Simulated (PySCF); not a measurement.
**How methods differ on the ionisation energy of Ne²⁺**

Ne²⁺ [He] 2s2 2p4 (3P) → Ne³⁺ [He] 2s2 2p3 (4S), as a difference of total energies. Computed with PySCF 2.14 in dyall-acv3z (15s9p4d2f, 76 functions), with scalar relativity by spin-free X2C-1e. Correlated levels: valence and next inner shell: nothing frozen; virtual orbitals above 40 to 60 times the deepest correlated orbital energy dropped. The calculations carry no spin-orbit coupling.

```
                                method  ionisation energy (eV)  plus first-order spin-orbit estimate  error of that sum (eV)
                                   UHF                  61.809                                61.847                  -1.576
    MP2 (valence and next inner shell)                  63.071                                63.109                  -0.314
SCS-MP2 (valence and next inner shell)                  63.166                                63.204                  -0.219
   CCSD (valence and next inner shell)                  63.102                                63.140                  -0.283
CCSD(T) (valence and next inner shell)                  63.123                                63.161                  -0.262
```

Reference: 63.423 eV (measured; NIST Atomic Spectra Database, ionization energies).

A first-order spin-orbit estimate (lowest level to lowest level, LS coupling) adds 0.038 eV.

Errors of the correlated levels include the incompleteness of this basis.
